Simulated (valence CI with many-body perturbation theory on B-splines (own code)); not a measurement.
**Energy levels of Er52+**

Computed by relativistic CI+MBPT: six valence electrons over a frozen Dirac-Fock core [Ne], a basis of 9 s, 9 p, 8 d, 6 f, 3 g, 1 h functions for each j, with the one-electron correlation potential Σ1, the two-electron term Σ2, the three-electron term Σ3, Breit, model QED; selected CI, second order for the rest, scaled by the run's own slope (own B-spline code, finite nucleus).

The last digits are not significant, and no measured levels were compared; by estimate large intervals hold to a few tenths of a per cent, small ones and those within an open d or f shell to about a per cent. Among the levels kept, up to 1000 cm⁻¹ of a level comes from second order outside the variational space, and about a tenth of that is noise between levels of different J, which matters for small intervals.

Levels 1 to 38 of 38, with energies above the lowest level, (3s^2 3p1/2^2 3p3/2^2) J=2. "Leading %" is the weight of the configuration and term that name the level; weights of strongly mixed levels are sums over their largest components and can fall short, so below about 35 % the name and the second component can differ from the true leading terms, or belong to a minority configuration. In the jj column 3d3/2^4 stands for four electrons in 3d with j = 3/2. Lifetimes count E1, E2, E3, M1 and M2 decay at the calculated energies, and are blank where another channel may lead or the interval is too uncertain; long ones can be off by a factor of two.

```csv
No.,Configuration,Term,J,E (× 10³ cm⁻¹),Leading %,Lifetime,Second component,Leading jj
1,3s2 3p4,3P,2,0.00,69,,30 % 3s2 3p4 1D,3s^2 3p1/2^2 3p3/2^2 (99 %)
2,3s2 3p4,1S,0,142.24,63,84.9 ms,36 % 3s2 3p4 3P,3s^2 3p1/2^2 3p3/2^2 (99 %)
3,3s2 3p3 3d,3D°,2,1696.0,31,156 ps,20 % 3s2 3p3 3d 3F°,3s^2 3p1/2^2 3p3/2 3d3/2 (98 %)
4,3s2 3p3 3d,3D°,1,1754.0,31,71.5 ps,27 % 3s2 3p3 3d 3P°,3s^2 3p1/2^2 3p3/2 3d3/2 (98 %)
5,3s2 3p3 3d,3P°,0,1757.8,60,104 ms,28 % 3s2 3p3 3d 5D°,3s^2 3p1/2^2 3p3/2 3d3/2 (99 %)
6,3s2 3p3 3d,3F°,3,1760.0,28,1.48 ns,20 % 3s2 3p3 3d 3G°,3s^2 3p1/2^2 3p3/2 3d3/2 (96 %)
7,3s2 3p4,3P,1,1859.2,99,7.58 ns,,3s^2 3p1/2 3p3/2^3 (99 %)
8,3s2 3p4,1D,2,1930.3,68,15.6 ns,30 % 3s2 3p4 3P,3s^2 3p1/2 3p3/2^3 (98 %)
9,3s2 3p3 3d,3F°,4,2162.1,49,1.27 μs,27 % 3s2 3p3 3d 5D°,3s^2 3p1/2^2 3p3/2 3d5/2 (99 %)
10,3s2 3p3 3d,3D°,2,2199.2,32,12.4 ps,23 % 3s2 3p3 3d 3P°,3s^2 3p1/2^2 3p3/2 3d5/2 (96 %)
11,3s2 3p3 3d,3D°,3,2345.6,40,2.90 ps,18 % 3s2 3p3 3d 1F°,3s^2 3p1/2^2 3p3/2 3d5/2 (94 %)
12,3s2 3p3 3d,3D°,1,2424.0,36,4.61 ps,30 % 3s2 3p3 3d 3P°,3s^2 3p1/2^2 3p3/2 3d5/2 (97 %)
13,3s 3p5,3P°,2,3163.8,84,2.13 ps,6 % 3s2 3p3 3d 3P°,3s 3p1/2^2 3p3/2^3 (84 %)
14,3s 3p5,1P°,1,3317.3,37,1.69 ps,27 % 3s 3p5 3P°,3s 3p1/2^2 3p3/2^3 (64 %)
15,3s2 3p2 3d2,3F,2,3461.9,39,47.8 ps,25 % 3s2 3p2 3d2 5G,3s^2 3p1/2^2 3d3/2^2 (98 %)
16,3s2 3p3 3d,3F°,2,3487.7,44,133 ps,29 % 3s2 3p3 3d 5D°,3s^2 3p1/2 3p3/2^2 3d3/2 (98 %)
17,3s2 3p3 3d,5D°,0,3496.5,52,109 ps,26 % 3s2 3p3 3d 1S°,3s^2 3p1/2 3p3/2^2 3d3/2 (97 %)
18,3s2 3p3 3d,3D°,1,3502.9,47,5.94 ps,34 % 3s2 3p3 3d 5D°,3s^2 3p1/2 3p3/2^2 3d3/2 (89 %)
19,3s2 3p3 3d,3G°,3,3545.6,32,40.4 ps,30 % 3s2 3p3 3d 3F°,3s^2 3p1/2 3p3/2^2 3d3/2 (96 %)
20,3s2 3p3 3d,3G°,4,3609.4,50,51.7 ns,36 % 3s2 3p3 3d 1G°,3s^2 3p1/2 3p3/2^2 3d3/2 (99 %)
21,3s2 3p2 3d2,3P,0,3630.9,57,33.8 ps,29 % 3s2 3p2 3d2 5D,3s^2 3p1/2^2 3d3/2^2 (96 %)
22,3s2 3p3 3d,3F°,2,3701.2,62,6.44 ps,23 % 3s2 3p3 3d 1D°,3s^2 3p1/2 3p3/2^2 3d3/2 (95 %)
23,3s2 3p3 3d,3D°,3,3805.8,45,600 fs,22 % 3s2 3p3 3d 1F°,3s^2 3p1/2 3p3/2^2 3d3/2 (93 %)
24,3s2 3p4,3P,0,3843.0,62,2.03 ns,36 % 3s2 3p4 1S,3s^2 3p3/2^4 (98 %)
25,3s2 3p3 3d,3P°,2,3851.4,31,435 fs,25 % 3s2 3p3 3d 3D°,3s^2 3p1/2 3p3/2^2 3d3/2 (88 %)
26,3s2 3p3 3d,3S°,1,3884.0,40,381 fs,22 % 3s2 3p3 3d 3P°,3s^2 3p1/2 3p3/2^2 3d3/2 (82 %)
27,3s2 3p3 3d,3D°,3,3923.9,51,23.6 ps,23 % 3s2 3p3 3d 5D°,3s^2 3p1/2 3p3/2^2 3d5/2 (96 %)
28,3s2 3p3 3d,5D°,4,3927.2,52,9.57 ns,22 % 3s2 3p3 3d 3G°,3s^2 3p1/2 3p3/2^2 3d5/2 (99 %)
29,3s2 3p2 3d2,3F,3,3950.0,31,6.49 ps,24 % 3s2 3p2 3d2 5G,3s^2 3p1/2^2 3d3/2 3d5/2 (96 %)
30,3s2 3p3 3d,3D°,1,3982.8,38,381 fs,30 % 3s2 3p3 3d 1P°,3s^2 3p1/2 3p3/2^2 3d3/2 (82 %)
31,3s2 3p3 3d,3F°,4,4017.5,71,46.3 ns,26 % 3s2 3p3 3d 1G°,3s^2 3p1/2 3p3/2^2 3d5/2 (99 %)
32,3s2 3p2 3d2,3P,2,4030.6,23,5.61 ps,9 % 3s2 3p2 3d2 5P,3s^2 3p1/2^2 3d3/2 3d5/2 (95 %)
33,3s2 3p3 3d,3D°,1,4033.2,40,7.09 ps,25 % 3s2 3p3 3d 1P°,3s^2 3p1/2 3p3/2^2 3d5/2 (89 %)
34,3s2 3p3 3d,3G°,5,4041.8,99,47.8 ns,,3s^2 3p1/2 3p3/2^2 3d5/2 (99 %)
35,3s2 3p3 3d,1S°,0,4046.8,50,22.5 ps,46 % 3s2 3p3 3d 3P°,3s^2 3p1/2 3p3/2^2 3d5/2 (95 %)
36,3s2 3p2 3d2,3P,1,4060.3,35,5.41 ps,34 % 3s2 3p2 3d2 5D,3s^2 3p1/2^2 3d3/2 3d5/2 (95 %)
37,3s2 3p2 3d2,3F,4,4069.3,25,4.76 ps,20 % 3s2 3p2 3d2 1G,3s^2 3p1/2^2 3d3/2 3d5/2 (94 %)
38,3s2 3p3 3d,3D°,2,4172.7,48,61.9 ps,35 % 3s2 3p3 3d 3P°,3s^2 3p1/2 3p3/2^2 3d5/2 (98 %)
```

The ionisation energy to 3s2 3p3 2P°_3/2 of the next ion comes out as 4869.3 eV (NIST: 4866 ± 4 eV (theoretical)). All 38 levels together are meant to be complete up to 4222.6 × 10³ cm⁻¹.
